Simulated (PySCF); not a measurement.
## Dipole moment and polarisability of `F[Si@H](P)[Si](F)(F)F`

Compound: F₄H₃PSi₂.
Atom-mapped SMILES: `[F:1][Si@H:2]([PH2:3])[Si:4]([F:5])([F:6])[F:7]` (hydrogens: H8 on Si2; H9, H10 on P3)

Geometry (GFN2-xTB, Å), atoms numbered from 1 in this order:
```
atom  x, y, z in Å
F1     0.3169   -2.2941   -0.0979
Si2    0.4526   -0.7178   -0.4198
P3     2.1740   -0.0105    0.8366
Si4   -1.5725    0.2281    0.0247
F5    -2.3320   -0.1422    1.3691
F6    -1.4367    1.8106    0.1339
F7    -2.7041    0.0515   -1.0743
H8     0.7269   -0.7219   -1.8586
H9     1.5621    1.1611    1.2681
H10    2.8217    0.6399   -0.2042
```

Level: wB97X-D/def2-SVPD (PySCF), static field, nuclei fixed, core orbitals frozen in the response. The polarisability tensor in these axes (au):

```
x   90.48  1.35  7.84
y    1.35 65.95  3.49
z    7.84  3.49 70.31
```

Q: Give the principal values, the mean and the anisotropy Δα = √{½[(α1 − α2)² + (α2 − α3)² + (α1 − α3)²]}.

A: Principal values 63.67, 69.68 and 93.38 au; mean 75.58 au = 11.20 Å³ = 12.46 × 10⁻⁴⁰ C²·m²/J; Δα = 27.21 au (36 % of the mean).

Q: What is the dipole moment, and where does it point?

A: (2.86, 0.73, -0.83) D, 3.07 D in size, pointing from the negative to the positive side. Measured along this direction, the outermost atoms are F5 at the negative end and H10 at the positive end.

Q: Along which axes do the principal values lie, and how far do the nuclei extend along each?

A: Largest value along (0.94, 0.09, 0.33), where the nuclei span 5.53 Å; middle along (-0.32, 0.58, 0.75), 3.73 Å; least along (0.13, 0.81, -0.58), 2.96 Å. The response follows the extents in order.

Q: What depolarisation ratio follows for Rayleigh scattering of linearly polarised light, taking the static tensor?

A: ρ = 3Δα²/(45ᾱ² + 4Δα²) = 2220.6/(257038 + 2960.8) = 0.00854.

Q: What would n − 1 = 2πNα be for an ideal gas of these molecules at 500 K and 1 atm, electronic part alone?

A: N = p/kT = 1.4678 × 10¹⁹ cm⁻³, so n − 1 = 2π × N × 11.20 × 10⁻²⁴ cm³ = 1033 × 10⁻⁶ at long wavelengths, for an ideal gas.

Q: How large is μ²/3kT at 400 K beside α?

A: In Gaussian units μ²/3kT = 56.71 Å³ against 11.20 Å³, a ratio of 5.06; the Debye molar polarisation (4π/3)N_A(α + μ²/3kT) is 171.3 cm³/mol, leaving out the vibrational part.

Q: Traceless (Buckingham) quadrupole moment about the centre of nuclear charge: eigenvalues?

A: -8.97, 3.14, 5.83 D·Å. The values depend on the origin, since the dipole doesn't vanish. The electronic extent ⟨r²⟩ about the same centre is 1463 bohr², a root-mean-square distance of 2.23 Å for the 82 electrons.

Geometry: GFN2-xTB, one conformer, isolated molecule. GFN2-xTB frequencies show an imaginary mode (74i cm⁻¹), so this geometry is no minimum at that level.
